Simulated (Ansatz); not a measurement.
Calculated with Ansatz (gas phase, PBE0-D4/def2-TZVP geometries, no zero-point term in ΔE). CBS: MP2 limit from def2 TZ/QZ plus the TZ coupled-cluster correction, frozen cores. DFT in def2-TZVPP. B3LYP here is the variant with VWN-RPA as its local correlation; programs differ in this. HSE06 is defined as in plane-wave codes. For Zn outer-core shells are correlated without core-valence functions, which leaves a few kJ/mol of doubt a bond. Scalar relativity is left out up to krypton. Each species was taken in one conformer, which may not be the lowest.

`CO[CH2][ZnH]` + `CCCOC` → `C[CH2][ZnH]` + `COCCOC`  (formal exchange of groups at a Zn–C bond)

| level | ΔE (kJ/mol) | difference from CCSD(T)/CBS |
| --- | --- | --- |
| PBE-D4 | -5.4 | -1.4 |
| revPBE-D4 | -5.0 | -1.0 |
| r2SCAN-D4 | -5.2 | -1.2 |
| B97M-V | -4.0 | 0.0 |
| PBE0-D4 | -5.2 | -1.2 |
| B3LYP-D4 | -5.2 | -1.2 |
| r2SCANh-D4 | -5.1 | -1.1 |
| r2SCAN0-D4 | -5.1 | -1.1 |
| HSE06-D4 | -5.1 | -1.1 |
| CAM-B3LYP-D4 | -4.6 | -0.6 |
| ωB97M-V | -4.6 | -0.6 |
| B2PLYP | -3.7 | 0.3 |
| PBE-QIDH | -4.6 | -0.6 |
| PBE | -3.8 | 0.2 |
| revPBE | -2.2 | 1.8 |
| BLYP | -2.2 | 1.8 |
| r2SCAN | -4.6 | -0.6 |
| PBE0 | -3.7 | 0.3 |
| B3LYP | -2.6 | 1.4 |
| r2SCANh | -4.5 | -0.5 |
| r2SCAN0 | -4.5 | -0.5 |
| HSE06 | -3.7 | 0.3 |
| BHLYP | -2.9 | 1.1 |
| CAM-B3LYP | -3.0 | 1.0 |
| LC-ωPBE | -3.0 | 1.0 |
| RPA@PBE/def2-TZVPP | -4.4 | -0.4 |
| MP2/def2-SVP | -10.8 | -6.8 |
| CCSD/def2-SVP | -9.3 | -5.3 |
| CCSD(T)/def2-SVP | -10.0 | -6.0 |
| HF/def2-TZVPP | -1.5 | 2.5 |
| MP2/def2-TZVPP | -5.5 | -1.5 |
| SCS-MP2/def2-TZVPP | -4.3 | -0.3 |
| CCSD/def2-TZVPP | -4.2 | -0.2 |
| CCSD(T)/def2-TZVPP | -5.1 | -1.1 |
| HF/def2-QZVPP | -0.8 | 3.2 |
| MP2/def2-QZVPP | -4.7 | -0.7 |
| SCS-MP2/def2-QZVPP | -3.5 | 0.5 |
| HF/CBS(def2) | -0.7 | 3.3 |
| MP2/CBS(def2) | -4.5 | -0.5 |
| CCSD/CBS(def2) | -3.2 | 0.8 |
| CCSD(T)/CBS | -4.0 | 0 |

Problem. What do rigid-rotor, harmonic-oscillator terms from PBE0-D4/def2-TZVP frequencies (298.15 K, 1 bar) make of the CCSD(T)/CBS value? (Estimate.)

Solution. The calculation gave: ΔZPE = +0.8 kJ/mol, ΔH = -3.4 kJ/mol, ΔS = 0 J/(mol·K), ΔG = -3.4 kJ/mol.

Largest T1 diagnostic among the species: 0.013.

At CCSD(T), def2-SVP lies −6.0 kJ/mol from the extrapolated value and def2-TZVPP −1.1 kJ/mol. Leaving LDA and LC-ωPBE aside and taking each functional with its dispersion term where it has one, the values spread over 1.7 kJ/mol, from PBE-D4 to B2PLYP. LDA lies −3.3 kJ/mol from PBE without D4. In def2-TZVPP, CCSD(T) changes the Hartree–Fock value by −3.6 kJ/mol (the triples alone add −0.8 kJ/mol) and MP2 by −4.0 kJ/mol.
